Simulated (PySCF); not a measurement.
**Working out the ionisation energy of Re⁺**

Re⁺ [Xe] 4f14 5d5 6s1 (7S) → Re²⁺ [Xe] 4f14 5d5 (6S). Computed with PySCF 2.14 in aug-cc-pwCVDZ-PP with ECP60MDF, with a scalar-relativistic core potential. Frozen: 5s2 5p6. Energies in hartree (1 hartree = 27.21139 eV):

```tsv
part	Re⁺ (lower)	Re²⁺ (upper)
UHF	-77.618146	-77.039793
CCSD correlation	-0.078947	-0.056069
(T)	-0.000895	-0.000359
```

**Question.** What does Hartree-Fock give?

**Answer.** (-77.039793) − (-77.618146) = 0.578353 hartree = 15.738 eV.

**Question.** What do CCSD and CCSD(T) give?

**Answer.** The CCSD correlation energies differ by 0.022878 hartree = 0.623 eV and the triples by 0.000536 hartree = 0.015 eV, so CCSD gives 16.361 eV and CCSD(T) 16.376 eV.

Reference: 16.6 ± 0.5 eV (semi-empirical (NIST evaluation); NIST Atomic Spectra Database, ionization energies).

A double-zeta basis recovers only part of the correlation energy.

What remains against the reference includes basis incompleteness, the frozen core and higher excitations.
